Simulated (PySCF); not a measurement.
Isomers of C9H9P.

All values: PBE0/pcSseg-1 (PySCF) at GFN2-xTB geometries, gas phase, one conformer each.

(1) Rank by the highest Hirshfeld charge on any atom, highest value first.
A. `Cp1ccc2ccccc21`
B. `Cc1cc2ccccc2[pH]1`
C. `C#Cc1pcc(cc1C)C`

## Answers

(1) A (+0.157 e), B (+0.119 e), C (+0.103 e).

All values together:

| SMILES | μ (D) | HOMO (eV) | LUMO (eV) | lowest IAO charge (e) | highest IAO charge (e) | lowest Hirshfeld charge (e) | highest Hirshfeld charge (e) |
| --- | --- | --- | --- | --- | --- | --- | --- |
| C#Cc1pcc(C)cc1C | 2.38 | -6.68 | -1.74 | -0.425 (C) | +0.402 (P) | -0.117 (C) | +0.103 (P) |
| Cp1ccc2ccccc21 | 1.22 | -6.49 | -1.20 | -0.593 (C) | +0.533 (P) | -0.159 (C) | +0.157 (P) |
| Cc1cc2ccccc2[pH]1 | 0.99 | -6.38 | -1.02 | -0.423 (C) | +0.365 (P) | -0.120 (C) | +0.119 (P) |
| C#Cc1ccc(CC)cp1 | 2.37 | -6.76 | -1.80 | -0.411 (C) | +0.398 (P) | -0.114 (C) | +0.106 (P) |

Conformers: `[CH:1]#[C:2][c:3]1[cH:4][cH:5][c:6]([CH2:7][CH3:8])[cH:9][p:10]1` with C5–C6–C7–C8 -91°.
